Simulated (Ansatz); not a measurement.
Computed with Ansatz on PBE0-D4/def2-TZVP structures; ΔE is electronic, products minus reactants. CBS: MP2 limit from def2 TZ/QZ plus the TZ coupled-cluster correction, frozen cores. This one scheme is used for every species. Functionals use def2-TZVPP. Triplets are unrestricted, without spin–orbit coupling.

Reaction (formal loss of a carbene): `CC1BO1` → `B1CO1` + `[CH2]` (triplet)

```csv
species,BHLYP energy (Eh)
`CC1BO1`,-179.24968
`B1CO1`,-139.94237
`[CH2]` (triplet),-39.14606
```

(1) Work out ΔE.

Largest T1 diagnostic among the species: 0.016.

## Answers

(1) ΔE = (-139.94237) + (-39.14606) − (-179.24968) = 0.16125 Eh = +423.4 kJ/mol. CCSD(T)/CBS gives +448.4 kJ/mol.

From PBE to PBE0 (25 % exact exchange), in def2-TZVPP and without D4, ΔE moves by −8.2 kJ/mol. At CCSD(T), def2-SVP lies −15.6 kJ/mol from the extrapolated value and def2-TZVPP −11.4 kJ/mol. Leaving LDA and LC-ωPBE aside and taking each functional with its dispersion term where it has one, the values, not all of them listed here, spread over 36.1 kJ/mol, from r2SCAN0-D4 to ωB97X-V. LDA lies +74.4 kJ/mol from PBE without D4.
